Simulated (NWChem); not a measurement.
Program: NWChem. System: Cl₃Ge, charge 0, spin multiplicity 2, at a geometry optimised with UB3LYP/def2-SVP. The structure started from a generated list of species. Its SCF solution wasn't tested for a lower state. Level: G0W0@UCAM-B3LYP/def2-TZVP, RI basis def2-tzvp-rifit.

Job file:

```
start mol
memory heap 200 mb stack 700 mb global 1700 mb
geometry units angstroms nocenter noautoz
  Cl    -1.025724    -0.297751     1.779686
  Ge    -0.002798     0.464694     0.000000
  Cl    -1.025724    -0.297751    -1.779686
  Cl     2.056714    -0.279217     0.000000
  symmetry group Cs
end
basis spherical
  * library def2-tzvp
end
basis "ri basis" bse spherical
  * library def2-tzvp-rifit
end
dft
  xc xcamb88 1.00 lyp 0.81 vwn_5 0.19 hfexch 1.00
  cam 0.33 cam_alpha 0.19 cam_beta 0.46
  odft
  mult 2
  direct
  iterations 100
  tolerances tight
end
task dft energy
gw
  method cdgw
  states alpha occ 4 vir 2
  states beta occ 4 vir 2
end
task dft gw
```

NWChem printed:

```
             Northwest Computational Chemistry Package (NWChem) 7.3.0
             --------------------------------------------------------

                                NWChem Input Module
                                -------------------

 Scaling coordinates for geometry "geometry" by  1.889725989
 (inverse scale =  0.529177249)

 Turning off AUTOSYM since
 SYMMETRY directive was detected!

                             Geometry "geometry" -> ""
                             -------------------------

 Output coordinates in angstroms (scale by  1.889725989 to convert to a.u.)

  No.       Tag          Charge          X              Y              Z
 ---- ---------------- ---------- -------------- -------------- --------------
    1 Cl                  17.0000    -1.02572400    -0.29775100     1.77968600
    2 Ge                  32.0000    -0.00279800     0.46469400     0.00000000
    3 Cl                  17.0000    -1.02572400    -0.29775100    -1.77968600
    4 Cl                  17.0000     2.05671400    -0.27921700     0.00000000

 Effective nuclear repulsion energy (a.u.)     523.2900724276

            Nuclear Dipole moment (a.u.)
            ----------------------------
        X                 Y               Z
 ---------------- ---------------- ----------------
    -0.0000264562    -0.0000283459     0.0000000000

      Symmetry information
      --------------------

 Group name             Cs
 Group number              2
 Group order               2
 No. of unique centers     3

      Symmetry unique atoms

     1    2    4


 Summary of "ao basis" -> "" (spherical)
 ------------------------------------------------------------------------------
       Tag                 Description            Shells   Functions and Types
 ---------------- ------------------------------  ------  ---------------------
 *                         def2-tzvp                  on all atoms

 new library libraries.bse/

 Summary of "ri basis" -> "" (spherical)
 ------------------------------------------------------------------------------
       Tag                 Description            Shells   Functions and Types
[...]
     0   0 0 0     -0.000000    -42.000000    -41.000000     83.000000

     1   1 0 0     -0.003225      0.001720     -0.004919     -0.000026
     1   0 1 0      0.534577     -0.284426      0.819032     -0.000028
     1   0 0 1      0.000000      0.000000     -0.000000      0.000000

     2   2 0 0    -42.301074   -215.870908   -210.973845    384.543680
     2   1 1 0     -0.017435     -1.042996     -1.044811      2.070372
     2   1 0 1      0.000000     -0.000000      0.000000      0.000000
     2   0 2 0    -39.401844    -42.385744    -37.189663     40.173563
     2   0 1 1     -0.000000     -0.000000      0.000000      0.000000
     2   0 0 2    -42.301160   -215.878794   -210.981700    384.559334

 Task  times  cpu:      154.5s     wall:      154.5s

                                NWChem Input Module
                                -------------------

                                 NWChem GW Module
                                 ----------------

                             ***********************
                             ***        GW       ***
                             ***********************

 Summary of "ri basis" -> "ri basis" (spherical)
 ------------------------------------------------------------------------------
       Tag                 Description            Shells   Functions and Types
 ---------------- ------------------------------  ------  ---------------------
 Cl                     def2-tzvp-rifit             29      113   9s7p6d5f2g
 Ge                     def2-tzvp-rifit             37      159   10s9p8d5f4g1h

  int_init: cando_txs set to always be  F
  int_init: cando_txs set to always be  F

                 Memory Information
                 ------------------
          Available GA per process is          1699.6 MBs
          Available stack per process is        700.0 MBs
          Available heap per process is           0.0 MBs

          Peak memory in Initialization
              Peak GA per process is                 54.3 MBs
              Peak stack per process is               0.2 MBs
              Peak heap per process is               55.4 MBs
              Memory not in MA per process            0.0 MBs

          Peak memory in CDGW Calculation
              Peak GA per process is                 58.2 MBs
              Peak stack per process is               3.8 MBs
              Peak heap per process is                5.5 MBs
              Memory not in MA per process            0.1 MBs

          Computing 2-center integrals
          Computing Inverse Cholesky factor
          Computing 3-center integrals
          Computing Vxc

          Computing Sigma_x
          Computing W(iw) on the imaginary grid
          Solving quasiparticle equations

                  Alpha Orbitals
          State     Energy (eV)     Error (eV)
          -----------------------------------
@GW        39        -11.894           0.002
@GW        40        -11.894           0.002
@GW        41        -11.696           0.002
@GW        42         -9.587           0.002
@GW        43          1.031           0.003
@GW        44          1.738           0.002

                   Beta Orbitals
          State     Energy (eV)     Error (eV)
          -----------------------------------
@GW        38        -12.087           0.002
@GW        39        -11.798           0.002
@GW        40        -11.798           0.002
@GW        41        -11.616           0.002
@GW        42         -2.658           0.003
@GW        43          1.242           0.003

     GW Timing Statistics
   ------------------------
   Init.   :          0.1s
     ERIs  :          3.3s
     Distr.:          0.2s
     Vxc   :          8.9s
   Vmo     :          0.0s
   iW      :         17.2s
   I_n     :          0.0s
   R_n     :          7.1s
   GW total:         36.7s

 Task  times  cpu:       36.7s     wall:       36.7s

 Total times  cpu:      191.3s     wall:      191.3s
```
